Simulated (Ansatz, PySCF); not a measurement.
Dimer: SiH4 (SMILES [SiH4]) (first 5 atoms) with C2H6O (SMILES CCO); geometry from B3LYP-D3(BJ)/def2-TZVP, rigid monomers moved along the line of their centres of mass till Si1···O8 is 3.50 Å.
(charge 0, multiplicity 1):
```xyz
14

Si    -0.0535    -0.0674    -0.0831
H     -1.2349     0.1941     0.7671
H     -0.3987     0.3154    -1.4767
H      0.3081    -1.4990    -0.0665
H      1.0879     0.7688     0.3487
C      0.1338     1.3196     4.3472
C     -0.2382    -0.1466     4.2180
O      0.5714    -0.8406     3.2693
H     -0.5293     1.8233     5.0543
H      0.0593     1.8228     3.3826
H      1.1576     1.4332     4.7147
H     -0.1871    -0.6436     5.1942
H     -1.2594    -0.2509     3.8502
H      1.4966    -0.7342     3.5166
```

Monomers are frozen at their geometry in the pair; levels with a basis set take the counterpoise correction.

Frozen-core correlation.

Run with Ansatz (Gaussian orbitals); PySCF for the dispersion terms. Each number belongs to the level named beside it.

PBE/def2-TZVPPD gives -4.8 kJ/mol for the interaction energy.

Problem. Predict the shift from PBE, with its sign, for: PBE-D3(BJ)/def2-TZVPPD, r2SCAN/def2-TZVPPD, B3LYP/def2-TZVPPD, wB97M-V/def2-TZVPPD, MP2/aug-cc-pV(D+d)Z.

Solution. PBE-D3(BJ)/def2-TZVPPD -4.3; r2SCAN/def2-TZVPPD -1.8; B3LYP/def2-TZVPPD 2.6; wB97M-V/def2-TZVPPD -4.0; MP2/aug-cc-pV(D+d)Z -3.1 kJ/mol. 1 of 5 lie above PBE; the widest gap is to PBE-D3(BJ)/def2-TZVPPD.

Ansatz is a program for electronic structure.
